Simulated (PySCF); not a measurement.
**[DyOF]− at several levels of theory**

Computed with PySCF 2.14.0 (density fitting, no spin-orbit coupling) at the geometry relaxed with PBE0:

```xyz
3
[DyOF]− (singlet in the valence; each metal's 4f electrons, 10 of them, lie in its core potential, out of spins and levels)
Dy    0.0090    0.0000   -0.2700
O     1.7926    0.0000    0.7124
F    -1.9144    0.0000    0.8041
```

```tsv
level	basis	state	HOMO (eV)	gap (eV)	charge on Dy1 (e)	population of f-type functions on Dy1 (polarisation alone where 4f lies in the core)	dipole about the centre of mass (D)	largest force component (eV/Å)
PBE0	Dy lcecp-0-SVP with ECP56, O def2-SVP, F def2-SVP	singlet	–	–	0.26	0.04	7.91	0.01
TPSS	the same	singlet	–	–	0.14	0.03	6.84	0.52
PBE0	Dy lcecp-0-TZVP with ECP56, O def2-TZVP, F def2-TZVP	singlet	–	–	0.65	0.04	8.51	0.55
```

In the lcecp rows the 4f levels are missing from HOMO and gap, and the state counts the valence alone.

Charges are Mulliken's, which hang on the basis. The relaxation used the grid (50, 194), these runs (75, 302) or, all-electron (x2c bases, spin-free X2C Hamiltonian), (99, 590).

What does B3LYP with Dy lcecp-0-SVP with ECP56, O def2-SVP, F def2-SVP give here?

state singlet, charge on Dy1 (e) 0.20, population of f-type functions on Dy1 (polarisation alone where 4f lies in the core) 0.04, dipole about the centre of mass (D) 7.56, largest force component (eV/Å) 0.33. Time: 1.3 s on 2 threads of Arm Neoverse V2, on a shared host, from an already converged density.

The gap of the closed shell is small, and it wasn't tested for a lower spin-broken solution at this geometry. An lcecp potential fixes the number of 4f electrons, so in runs with it no electron can move into or out of that shell; real Dy(II) is rare or takes another configuration.

Small gap, closed shell not tested for a spin-broken solution: TPSS, B3LYP.
